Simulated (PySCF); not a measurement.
# [Tl(CH3)2]+ at several levels of theory

Computed with PySCF 2.14.0 (density fitting, no spin-orbit coupling) at the geometry relaxed with PBE0:

```xyz
9
[Tl(CH3)2]+ (singlet)
Tl    0.0000    0.0000    0.7920
C     2.1395    0.0000    0.7894
H     2.4792    0.0000   -0.2557
H     2.4822    0.9045    1.3108
H     2.4822   -0.9045    1.3108
C    -2.1395    0.0000    0.7894
H    -2.4792    0.0000   -0.2557
H    -2.4822   -0.9045    1.3108
H    -2.4822    0.9045    1.3108
```

| level | basis | state | HOMO (eV) | gap (eV) | charge on Tl1 (e) | dipole about the centre of mass (D) | largest force component (eV/Å) |
| --- | --- | --- | --- | --- | --- | --- | --- |
| PBE0 | Tl def2-SVP with ECP60, C def2-SVP, H def2-SVP | singlet | -13.41 | 6.99 | 0.65 | 0.00 | 0.00 |
| HF | the same | singlet | -15.59 | 11.87 | 0.79 | 0.00 | 0.45 |
| PBE0 | Tl def2-TZVP with ECP60, C def2-TZVP, H def2-TZVP | singlet | -13.34 | 6.95 | 0.86 | 0.00 | 0.29 |

Charges are Mulliken's, which hang on the basis. The relaxation used the grid (50, 194), these runs (75, 302) or, all-electron (x2c bases, spin-free X2C Hamiltonian), (99, 590).

What does BP86 with Tl def2-SVP with ECP60, C def2-SVP, H def2-SVP give here?

state singlet, HOMO (eV) -12.47, gap (eV) 5.22, charge on Tl1 (e) 0.60, dipole about the centre of mass (D) 0.00, largest force component (eV/Å) 0.29. Time: 6.4 s on 2 threads of Intel(R) Xeon(R) Platinum 8259CL CPU @ 2.50GHz (Skylake/Cascade Lake), on a shared host, from an already converged density.

In the first row's basis the gap widens with exact exchange: 5.2 eV for BP86 (none); 7.0 eV for PBE0 (a fixed share); 11.9 eV for Hartree–Fock (rising or full at long range).
